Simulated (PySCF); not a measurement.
C2H6AlF, SMILES [CH3][Al]([CH3])[F] (connectivity only; charge and spin as stated), charge -1, multiplicity 2. Atoms are numbered in the order given.

```xyz
10

Al     0.4688     0.0990     0.0000
C     -0.1660    -0.8552     1.6574
H      0.2127    -1.8918     1.7235
H     -1.2743    -0.9175     1.6479
H      0.1172    -0.3476     2.5962
C     -0.1660    -0.8552    -1.6574
H      0.1172    -0.3476    -2.5962
H     -1.2743    -0.9175    -1.6479
H      0.2127    -1.8918    -1.7235
F     -0.2459     1.6988     0.0000
```
Charge -1, spin multiplicity 2.

The structure is a stationary point at r2SCAN-D4/def2-SVPD. The multiplicity is an assumed one; no other spin state was optimised. The isomer is the one that the SMILES or the coordinates give; other isomers of the formula were not compared.

Calculation: r2SCAN-D4/def2-SVPD run with PySCF 2.14.0.

Frequencies are harmonic and unscaled.

```
mode  ν (cm⁻¹)  IR (km/mol)  moving atoms (share of kinetic energy)
----  --------  -----------  --------------------------------------
1          106          0.1                                  H 99 %
2          119          0.1                                  H 93 %
3          142          0.2         H 40 %, C 39 %, F 11 %, Al 10 %
4          181          0.8         F 44 %, C 23 %, H 20 %, Al 13 %
5          206          7.8         Al 37 %, H 30 %, F 19 %, C 13 %
6          506         30.5          C 56 %, H 18 %, Al 17 %, F 8 %
7          517         13.4                          H 78 %, C 19 %
8          564          0.0                          H 65 %, C 28 %
9          612         66.4                 Al 36 %, H 36 %, C 27 %
10         614         32.6                  H 55 %, F 22 %, C 17 %
11         659        107.2          H 56 %, C 20 %, Al 15 %, F 9 %
12         700         75.7         Al 37 %, H 28 %, F 24 %, C 10 %
13        1136         39.2                          H 78 %, C 22 %
14        1136         13.9                          H 79 %, C 21 %
15        1402          2.4                                  H 95 %
16        1406          7.3                                  H 95 %
17        1408          0.5                                  H 95 %
18        1418          3.2                                  H 95 %
19        2949         89.4                                  H 97 %
20        2952        140.5                                  H 97 %
21        3041          2.5                           H 91 %, C 9 %
22        3044        107.3                           H 92 %, C 8 %
23        3073         20.0                           H 91 %, C 9 %
24        3073         50.8                           H 91 %, C 9 %
```
